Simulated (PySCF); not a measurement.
**Assigning NMR signals**

Geometry (Å), atoms numbered from 1 in this order:
```xyz
18

C    -1.936   -0.731   -0.223
C    -0.787    0.089    0.347
C    -0.898    1.565   -0.007
P     0.745   -0.567   -0.427
O     0.893   -0.522   -1.878
O     0.918   -2.032    0.190
C     2.184    0.318    0.441
F     2.393    1.559    0.003
F     2.040    0.392    1.770
F     3.298   -0.387    0.201
H    -1.939   -0.654   -1.309
H    -2.888   -0.365    0.156
H    -1.833   -1.779    0.050
H    -0.718   -0.049    1.429
H    -1.841    1.971    0.355
H    -0.086    2.141    0.435
H    -0.857    1.687   -1.088
H     1.305   -2.629   -0.458
```

Computational details: PBE0/pcSseg-1 with gauge-including orbitals, geometry from GFN2-xTB, in PySCF (one averaged value for each set of equivalent atoms, non-relativistic, no solvent model, one conformer).

Chemical shifts δ = σref − σ; $^{13}$C and $^{1}$H vs TMS, all at this level.

Task: Assign these signals to the numbered atoms. $^{13}$C{$^{1}$H} NMR (computed): δ 130.6 (C), 31.7 (CH), 15.6 (CH3), 14.1 (CH3).

Result: 
| δ (ppm) | atoms | environment | reason |
| --- | --- | --- | --- |
| 130.6 | C7 | CF3 carbon | 3 electronegative neighbours deshield it |
| 31.7 | C2 | sp3 CH bonded to P | – |
| 15.6 | C3 | methyl carbon | aliphatic region, no heteroatom directly attached |
| 14.1 | C1 | methyl carbon | – |

C3 and C1 lie closer than the usual error of such a calculation, so a measured spectrum could show them in the other order.

Task: Assign these signals to the numbered atoms. $^{1}$H NMR (300 MHz, computed): δ 3.17 (br s, 1H), 2.17 (m, 1H), 1.35 (m, 3H), 1.32 (m, 3H).

Result: 
3.17 → H18, hydrogen on an oxygen bonded to P: labile proton, position sensitive to the medium
2.17 → H14, hydrogen on an sp3 CH bonded to P
1.35 → H11/H12/H13, hydrogen on a methyl carbon
1.32 → H15/H16/H17, hydrogen on a methyl carbon

H11/H12/H13 and H15/H16/H17 lie closer than the usual error of such a calculation, so a measured spectrum could show them in the other order.

OH and NH positions are those of a molecule without intermolecular hydrogen bonds; in solution they move with solvent, concentration and temperature, and exchange usually removes their couplings. Splittings by $^{19}$F and $^{31}$P in the carbon and heteronuclear signals aren't shown, as no couplings were computed. Shifts are as computed. Against solution values, carbons near 30 ppm lie about +3 ppm off and those near 130 ppm about +5 ppm. Of 1211 compounds with measured shifts, 218 miss one by over three times the rms of a fit or turn the order of signals round; such compounds aren't used in these exercises. No couplings were computed; multiplicities are counted from neighbouring protons, with m where these are inequivalent, close in shift, in a saturated or five-membered ring or joined by F or P, and br s for small geminal =CH2 splittings.
